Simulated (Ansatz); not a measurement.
A geometry optimisation of C5H9BClF with r2SCAN-D4/def2-SVP

The starting geometry of this gas-phase singlet was optimised with GFN2-xTB; its bonds are those of `C=C(C)CCB(F)Cl`.

```tsv
atom	x (Å)	y (Å)	z (Å)
C	-2.5045	-0.4851	0.2569
C	-1.3863	-0.2465	-0.4097
C	-0.9520	1.1381	-0.7754
C	-0.4657	-1.3585	-0.8312
C	0.8482	-1.3470	-0.0179
B	1.8595	-0.1836	-0.3798
Cl	2.3280	0.1936	-1.9902
F	2.4581	0.5126	0.5771
H	-3.1642	0.3083	0.5645
H	-2.8112	-1.4840	0.5174
H	-0.8067	1.2188	-1.8521
H	-1.6867	1.8745	-0.4609
H	-0.0004	1.3743	-0.2960
H	-0.2270	-1.2579	-1.8922
H	-0.9659	-2.3159	-0.6803
H	1.3512	-2.3010	-0.2021
H	0.6027	-1.3253	1.0456
```

Q: Where would you expect an optimisation with r2SCAN-D4/def2-SVP to take it?

A: It keeps its bonds, and is `C=C(C)CCB(F)Cl`.

The energy falls by 0.11 eV over 13 steps:

| step | E − E(last) (eV) |
| --- | --- |
| 1 | 0.114 |
| 2 | 0.039 |
| 4 | 0.007 |
| 5 | 0.005 |
| 6 | 0.004 |
| 8 | 0.001 |
| 9 | 0.000 |
| 10 | 0.000 |
| 12 | 0.000 |
| 13 | 0.000 |

Final geometry (Å):

```xyz
17

C    -2.6248   -0.5014    0.1243
C    -1.4087   -0.2566   -0.3887
C    -0.9149    1.1413   -0.6338
C    -0.4661   -1.3799   -0.7471
C     0.8872   -1.2969   -0.0105
B     1.8801   -0.1884   -0.4815
Cl    2.2304    0.0859   -2.1990
F     2.5613    0.5552    0.3791
H    -3.3136    0.3121    0.3738
H    -2.9712   -1.5245    0.3032
H    -0.5954    1.2750   -1.6812
H    -1.6849    1.8913   -0.4038
H    -0.0359    1.3759   -0.0041
H    -0.2743   -1.3608   -1.8368
H    -0.9525   -2.3433   -0.5269
H     1.4295   -2.2500   -0.1729
H     0.7308   -1.2190    1.0796
```

The end wasn't checked by frequencies. Run with Ansatz 0.2.0, 59 s on 2 threads of Intel(R) Xeon(R) Processor @ 2.70GHz (shared host).
